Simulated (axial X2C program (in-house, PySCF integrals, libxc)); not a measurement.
Potential curves of WB⁺, 2c

All values were computed with an axial X2C code built on PySCF integrals. Two-component (2c) means X2C with spin–orbit coupling and atomic mean-field two-electron Coulomb and Gaunt terms. Basis: W dyall-cv3z [13s14p9d7f4g], B dyall-v3z [7s6p2d1f] (cores contracted in-house); Gaussian nuclei, density fitting, unrestricted open shells. Masses: W 183.951 u, B 11.009 u.

State: Ω = 3 (⟨Sz⟩ = 2.98, ⟨Lz⟩ = 0.02 at HF). Energies in eV from the lowest point of each curve. Fits are polynomials in 1 − R0/R over 0.85 to 1.23 times the lowest point R0.

```json
{"R (Å)": "1.8148", "MP2": "0.7146"}
{"R (Å)": "1.8983", "MP2": "0.2650"}
{"R (Å)": "1.9608", "MP2": "0.0855"}
{"R (Å)": "2.0234", "MP2": "0.0057"}
{"R (Å)": "2.0860", "MP2": "0.0000"}
{"R (Å)": "2.1590", "MP2": "0.0587"}
{"R (Å)": "2.2320", "MP2": "0.1630"}
{"R (Å)": "2.3259", "MP2": "0.3340"}
{"R (Å)": "2.4406", "MP2": "0.5646"}
{"R (Å)": "2.6075", "MP2": "0.8971"}
```

Correlated methods: 8 electrons correlated (number of frozen shells: W 5 s, 4 p, 2 d, 1 f; B 1 s), 294 virtual spin orbitals or spinors in MP2.

The state is a single determinant with fixed occupations, the lowest that a limited PBE0 search found. PBE0 can misorder states that lie within some tenths of an eV, so this need not be the ground state of the molecule. The nearest other 2c determinant of the search, Ω = 2, lies 0.55 eV up at the distance of the search. With several unpaired electrons one determinant need not be a pure state. Open-shell Ω = 0 determinants with evenly filled partner blocks cannot be reached by this program, so the Ω shown need not be the lowest component. With the outer-core shells frozen, correlated bond lengths of heavy atoms tend to come out a few hundredths of an ångström too long. MP2 and coupled cluster on one determinant become unreliable at the stretched end.

(1) Fit the MP2 curve near its minimum: give the equilibrium distance and the harmonic wavenumber.

Results:

(1) At MP2, 2c: Re = 2.060 Å, ωe ≈ 637 cm⁻¹; Be follows as 0.383 cm⁻¹.
